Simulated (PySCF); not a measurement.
# Dipole moment and polarisability of `N[Si@@]1(CF)C[SiH2]N1`

C2H9FN2Si2.
SMILES with atom numbers: `[NH2:1][Si@@:2]1([CH2:3][F:4])[CH2:5][SiH2:6][NH:7]1` (hydrogens: H8, H9 on N1; H10, H11 on C3; H12, H13 on C5; H14, H15 on Si6; H16 on N7)

Structure used (GFN2-xTB), in Å, numbered top down from 1:
```xyz
16
C2H9FN2Si2 angstrom
N     -1.0416    1.8589   -0.0086
Si    -0.3936    0.2660    0.0244
C     -1.8893   -0.8513    0.4395
F     -2.9734   -0.5232   -0.3546
C      0.8627   -0.3832   -1.2672
Si     2.1881   -0.4617    0.1088
N      0.9258    0.1129    1.1546
H     -0.4423    2.6362   -0.2318
H     -1.9648    1.9969   -0.3861
H     -2.2193   -0.7238    1.4714
H     -1.6899   -1.9092    0.2653
H      0.6271   -1.3348   -1.7326
H      1.0836    0.3138   -2.0695
H      3.2943    0.4885   -0.0215
H      2.6702   -1.7983    0.4587
H      0.9548    0.3212    2.1377
```

Level: PBE0/def2-SVPD (PySCF), static field, nuclei fixed, core orbitals frozen in the response. The polarisability tensor in these axes (au):

```
x   103.80  -5.33   0.04
y    -5.33  83.32  -0.26
z     0.04  -0.26  79.83
```

Question: Diagonalise the tensor; give its mean and Δα, where Δα² is half the sum of the squared differences of the eigenvalues.

Answer: Principal values 79.80, 82.04 and 105.11 au; mean 88.98 au = 13.19 Å³ = 14.67 × 10⁻⁴⁰ C²·m²/J; Δα = 24.26 au (27 % of the mean).

Question: What is the dipole moment, and where does it point?

Answer: (0.96, 0.56, 0.41) D, 1.18 D in size, pointing from the negative to the positive side. Measured along this direction, the outermost atoms are F4 at the negative end and H14 at the positive end.

Question: Traceless (Buckingham) quadrupole moment about the centre of nuclear charge: eigenvalues?

Answer: -8.90, 1.44, 7.46 D·Å. The values depend on the origin, since the dipole doesn't vanish. The electronic extent ⟨r²⟩ about the same centre is 1243 bohr², a root-mean-square distance of 2.20 Å for the 72 electrons.

Question: Find the Langevin capture rate constant for O2+ (31.990 u) meeting this molecule (136.029 u), k = 2.342 × 10⁻⁹ cm³/s × √(α in Å³ / reduced mass in u).

Answer: The reduced mass is 25.90 u, so k = 1.67 × 10⁻⁹ cm³/s. The formula leaves out the permanent dipole, which adds to the capture rate.

Question: Form Σ f/ω² (atomic units) for the 8 lowest TDDFT singlets, given as eV and f, and set it beside the mean polarisability, which is this sum over all singlets: 5.93, 0.0167; 6.37, 0.0767; 6.53, 0.0478; 6.77, 0.0172; 7.02, 0.0461; 7.17, 0.0149; 7.36, 0.0025; 7.41, 0.0149.

Answer: They add up to 4.00 au, 4.5 % of the 88.98 au; the largest single term is 1.40 au, from the state at 6.37 eV. Terms in order: 0.35, 1.40, 0.83, 0.28, 0.69, 0.22, 0.03, 0.20 au. Higher excitations give the rest. The strengths listed sum to 0.237.

One conformer (not necessarily the lowest) at the GFN2-xTB geometry, without solvent, vibrations or thermal averaging.

The run behind these numbers computed excited states as well. The run took 94 s (grids of density and orbitals included) on one thread of an Arm Neoverse N1, shared host, and the process peaked at 0.89 GiB of memory.
